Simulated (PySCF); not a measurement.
Isomers of C9H10F2, mass 156.075 u with the commonest isotopes. Method: PBE0-D3(BJ)/def2-SVP geometry optimisation, gas phase (PySCF 2.14.0). One conformer each, none proved a minimum here; rigid rotors.

Question: Order these by rotational constant B, smallest first.
A. `[CH3:1][C@@H:2]1[CH2:3][C@@:4]12[C:5]([F:6])=[CH:7][CH:8]=[C:9]2[CH2:10][F:11]` with C8–C9–C10–F11 -135°
B. `C#C[C@@H]1C[C@H]2C[C@H]([C@@H]2F)[C@@H]1F`
C. `[CH3:1][C:2]([F:3])([F:4])[CH2:5][c:6]1[cH:7][cH:8][cH:9][cH:10][cH:11]1` with C1–C2–C5–C6 -56°, C2–C5–C6–C7 106°

Answer: C (651.4 MHz), B (809.7 MHz), A (1011 MHz).

Question: Order these by rotational constant A, largest first.
A. `C#C[C@@H]1C[C@H]2C[C@H]([C@@H]2F)[C@@H]1F`
B. `[CH3:1][C@@H:2]1[CH2:3][C@@:4]12[C:5]([F:6])=[CH:7][CH:8]=[C:9]2[CH2:10][F:11]` with C8–C9–C10–F11 -135°
C. `[CH3:1][C:2]([F:3])([F:4])[CH2:5][c:6]1[cH:7][cH:8][cH:9][cH:10][cH:11]1` with C1–C2–C5–C6 -56°, C2–C5–C6–C7 106° (PhCH2CF2CH3)

Answer: C (2515 MHz), A (2262 MHz), B (1577 MHz).

Question: Order these by out-of-plane moment Σ m c² = (Ia + Ib − Ic)/2, smallest first.
A. `[CH3:1][C@@H:2]1[CH2:3][C@@:4]12[C:5]([F:6])=[CH:7][CH:8]=[C:9]2[CH2:10][F:11]` with C8–C9–C10–F11 -135°
B. `C#C[C@@H]1C[C@H]2C[C@H]([C@@H]2F)[C@@H]1F`
C. `[CH3:1][C:2]([F:3])([F:4])[CH2:5][c:6]1[cH:7][cH:8][cH:9][cH:10][cH:11]1` with C1–C2–C5–C6 -56°, C2–C5–C6–C7 106°

Answer: A (59.12 u·Å²), C (64.02 u·Å²), B (74.35 u·Å²).

| SMILES | point group | Ia (u·Å²) | Ib (u·Å²) | Ic (u·Å²) | κ | μa (D) | μb (D) | μc (D) |
| --- | --- | --- | --- | --- | --- | --- | --- | --- |
| C[C@@H]1C[C@@]12C(F)=CC=C2CF | C1 | 320.49 | 500.12 | 702.37 | -0.32 | 0.46 | 0.02 | 1.15 |
| CC(F)(F)Cc1ccccc1 | C1 | 200.98 | 775.88 | 848.82 | -0.94 | 1.54 | 1.26 | 0.44 |
| C#C[C@@H]1C[C@H]2C[C@H]([C@@H]2F)[C@@H]1F | C1 | 223.40 | 624.18 | 698.87 | -0.89 | 0.61 | 1.62 | 1.34 |
